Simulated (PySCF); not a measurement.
**A small calculation by hand: oscillator strength and radiative lifetime**

C₂H₅Be, SMILES [Be+][CH2]C, charge +1.

Coordinates come from a B3LYP-D3(BJ)/def2-TZVP optimisation. The multiplicity is an assumed one; other spin states were not compared. The isomer is the one that the SMILES or the coordinates give; other isomers of the formula were not compared.

TDDFT-M06-2X/def2-SVPD in PySCF 2.14.0 puts the first singlet state with f over 0.02 at 3.48 eV (vertical), with the transition dipole (-0.680, 1.108, 0.000) in atomic units.

### Question
Find the oscillator strength, the wavelength and the radiative lifetime that this transition would have in vacuum if emission retraced absorption.

### Answer

|μ|² = 1.6901 au, so |μ| = 3.30 D. ΔE = 3.48/27.211 = 0.1279 hartree. f = (2/3) ΔE |μ|² = 0.144 (the program prints 0.144).
λ = 1239.84/3.48 = 356 nm; ν = 28068 cm⁻¹.
Einstein's coefficient A = 0.6670 ν² f s⁻¹ (ν in cm⁻¹) = 7.6e7 s⁻¹, so τ = 1/A = 13 ns. This state is S1. The figure is the radiative limit of this one transition; relaxation, internal conversion, crossing to triplets and a medium change what is measured.
